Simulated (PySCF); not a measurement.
C3H8BP.
Geometry (PBE0-D3(BJ)/def2-SVP, Å), atoms numbered from 1 in this order:
```
atom  x, y, z in Å
P1     3.0066   -0.7337   -0.3309
B2     1.2749   -0.0132   -0.5545
C3     0.0951   -0.3288    0.3762
C4    -1.2986   -0.4691   -0.2282
C5    -0.9730    0.7567    0.5264
H6     3.8218    0.3720   -0.6948
H7     3.1768   -0.6654    1.0798
H8     1.0679    0.6276   -1.5636
H9     0.2632   -0.9249    1.2792
H10   -1.3865   -0.4086   -1.3159
H11   -1.9553   -1.2085    0.2374
H12   -1.3931    0.8851    1.5273
H13   -0.8281    1.6905   -0.0231
```

Jobs on this species (13 atoms, 46 electrons) with PySCF (density fitting). Hardware of each: Arm Neoverse V1, one thread, no GPU, shared host. The host was shared with other jobs, so the times are rough. Peak memory is the resident size of the whole Python process, interpreter and libraries included.

```
                                                                 level and settings                                                          work  basis functions  SCF cycles  wall time  peak memory
    delta-SCF UKS PBE0, pcX-2 on the ionised atom, pcseg-1 elsewhere, spin-free X2C                                 ΔSCF core ionisation, 5 holes              156           ?          ?            ?
     delta-SCF UKS PBE, pcX-2 on the ionised atom, pcseg-1 elsewhere, spin-free X2C                                 ΔSCF core ionisation, 5 holes              156           ?          ?            ?
 delta-SCF UKS SCAN, pcX-2 on the ionised atom, pcseg-1 elsewhere, non-relativistic                                 ΔSCF core ionisation, 5 holes              156          80       32 s     0.53 GiB
      delta-SCF UKS HF, pcX-2 on the ionised atom, pcseg-1 elsewhere, spin-free X2C                                 ΔSCF core ionisation, 5 holes              156          70       20 s     0.56 GiB
   delta-SCF UKS B3LYP, pcX-2 on the ionised atom, pcseg-1 elsewhere, spin-free X2C                                 ΔSCF core ionisation, 5 holes              156          71       36 s     0.57 GiB
                                                 PBE0-D3(BJ)/def2-SVP, grid level 1  geometry optimisation from a GFN2-xTB start shaken at random              114          37       28 s     0.47 GiB
    delta-SCF UKS SCAN, pcX-2 on the ionised atom, pcseg-1 elsewhere, spin-free X2C                                 ΔSCF core ionisation, 5 holes              156          81       34 s     0.52 GiB
delta-SCF UKS SCAN, def2-TZVP on the ionised atom, pcseg-1 elsewhere, spin-free X2C                                 ΔSCF core ionisation, 5 holes              133          80       31 s     0.45 GiB
    delta-SCF UKS SCAN, pcX-1 on the ionised atom, pcseg-1 elsewhere, spin-free X2C                                 ΔSCF core ionisation, 5 holes              136          81       28 s     0.42 GiB
```

Task: Fill in the missing figures.

Result: 
- delta-SCF UKS PBE0, pcX-2 on the ionised atom, pcseg-1 elsewhere, spin-free X2C; ΔSCF core ionisation, 5 holes: 34 s, 0.61 GiB, 70 SCF cycles
- delta-SCF UKS PBE, pcX-2 on the ionised atom, pcseg-1 elsewhere, spin-free X2C; ΔSCF core ionisation, 5 holes: 20 s, 0.52 GiB, 78 SCF cycles

Task: What do all jobs in the table cost together?

Result: About 4.4 min; the longest takes about 14 % of that, and about 1.8 times as long as the shortest.
